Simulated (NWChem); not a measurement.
BeSiH3Cl; SMILES [SiH3][Be][Cl]

All runs: NWChem. Coordinates come from a PBE0/def2-SVP optimisation. B3LYP is NWChem's, with the RPA form of VWN correlation. Vertical excitations in the gas phase; the lowest state need not have the same character in each row.

```csv
level,"lowest excitation, singlet (eV)",oscillator strength of that lowest state,lowest triplet (eV),orbital gap (eV)
"PBE/def2-SVP, full TDDFT",5.80,0.063,4.45,5.20
"B3LYP/def2-SVP, full TDDFT",6.04,0.073,4.75,6.79
"PBE0/def2-SVP, full TDDFT",6.09,0.078,4.62,7.17
"CAM-B3LYP/def2-SVP, full TDDFT",?,0.079,?,?
```

**Question.** Some entries are withheld; supply them.

**Answer.** 
- CAM-B3LYP/def2-SVP, full TDDFT, lowest excitation, singlet (eV): 6.21
- CAM-B3LYP/def2-SVP, full TDDFT, lowest triplet (eV): 4.87
- CAM-B3LYP/def2-SVP, full TDDFT, orbital gap (eV): 9.56
